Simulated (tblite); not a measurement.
Compound: C₄H₃F₂N₂ (doublet state).
Structure used (GFN2-xTB), in Å, numbered top down from 1:
```
atom  x, y, z in Å
F1     2.3018   -1.1585   -0.8397
C2     1.1997   -0.5652   -0.4013
C3     1.3122    0.5985    0.4089
N4     0.2211    1.3195    0.5460
C5    -0.9387    0.9076    0.1921
C6    -1.1311   -0.5409   -0.1867
F7    -1.5833   -1.3149    0.8815
N8     0.0681   -1.0975   -0.6767
H9     2.2155    0.8740    0.9233
H10   -1.7423    1.6151    0.0772
H11   -1.9178   -0.6349   -0.9506
```

All values are computed: GFN2-xTB (tblite) harmonic vibrations without scaling, gas phase. Errors from tens to a few hundred cm⁻¹ against measured bands are possible. One conformer, not necessarily the lowest. Open shells enter through the occupations alone, without spin polarisation, and single modes of such species can be off by tens of per cent.

Harmonic wavenumbers (cm⁻¹): 101.4, 177.6, 318.2, 382.3, 451.0, 474.9, 556.5, 582.6, 649.1, 695.2, 755.7, 813.2, 871.0, 925.1, 976.8, 1117.0, 1130.2, 1172.7, 1188.3, 1236.0, 1300.6, 1393.2, 1537.9, 1619.9, 2865.9, 3105.1, 3124.3.

A = 3596, B = 1946, C = 1412 MHz; mass 117.026 u (most abundant isotopes); point group C1, symmetry number 1; spin multiplicity 2.

Question: Zero-point energy?

Answer: Half the sum of the wavenumbers: 14761 cm⁻¹ = 176.58 kJ/mol.

Question: Give the ideal-gas entropy at 400 K and 1 bar in the rigid-rotor, harmonic-oscillator model (classical rotation).

Answer: Translation 174.36, rotation 120.30, vibration 78.15, spin (R ln 2) 5.76: S = 378.6 J/(mol K).

Question: And Cp and H(400 K) − H(0)?

Answer: Cp = 135.65 J/(mol K), of which vibrations give 102.39 (their classical limit is 27 R = 224.5); H(400 K) − H(0) = 31.83 kJ/mol without the zero-point energy, 18.53 from vibrations.

Question: What must be added to the electronic energy to get the Gibbs energy at 400 K and 1 bar?

Answer: ZPE + [H(400 K) − H(0)] − T·S = 176.58 + 31.83 − 151.43 = 56.98 kJ/mol.

Question: Blend soft modes into free rotors: weight 1/[1 + (100 cm⁻¹/ν̃)⁴] for the oscillator and the rest for a rotor with moment μB/(μ + B), μ = h/(8π²ν), B = 10⁻⁴⁴ kg m². What vibrational entropy results?

Answer: 76.28 J/(mol K) in place of 78.15, which changes −T·S at 400 K by +0.75 kJ/mol.

Question: Which modes carry the vibrational entropy at 400 K?

Answer: 101.4 cm⁻¹: 16.75; 177.6 cm⁻¹: 12.18; 318.2 cm⁻¹: 7.63; 382.3 cm⁻¹: 6.29; 451.0 cm⁻¹: 5.15; 474.9 cm⁻¹: 4.81 J/(mol K); the other 21 give 25.35 together.

Question: How do the functions run with temperature in this model?

Answer: 
| T (K) | S (J/(mol K)) | Cp (J/(mol K)) | H − H(0) (kJ/mol) | G − H(0) (kJ/mol) | ln q(vib) |
| --- | --- | --- | --- | --- | --- |
| 100 | 263.6 | 49.5 | 3.95 | -22.41 | 0.36 |
| 200 | 306.1 | 77.8 | 10.25 | -50.97 | 1.29 |
| 300 | 343.5 | 108.6 | 19.58 | -83.48 | 2.48 |
| 500 | 411.3 | 157.2 | 46.52 | -159.11 | 5.25 |
| 800 | 495.0 | 197.2 | 100.41 | -295.56 | 9.53 |
| 1000 | 540.7 | 212.3 | 141.47 | -399.24 | 12.22 |

q(vib) and H(0) count from the zero-point level.

Hindered rotation and anharmonicity are outside this model. Other conformers, if any are populated, would add a mixing term that is left out. The structure is chiral; the term R ln 2 for an equal mix with its mirror image is left out.

The run took 0.26 s wall on an Arm Neoverse V1 with one thread, shared host. This covers the Hessian and the dipole derivatives.
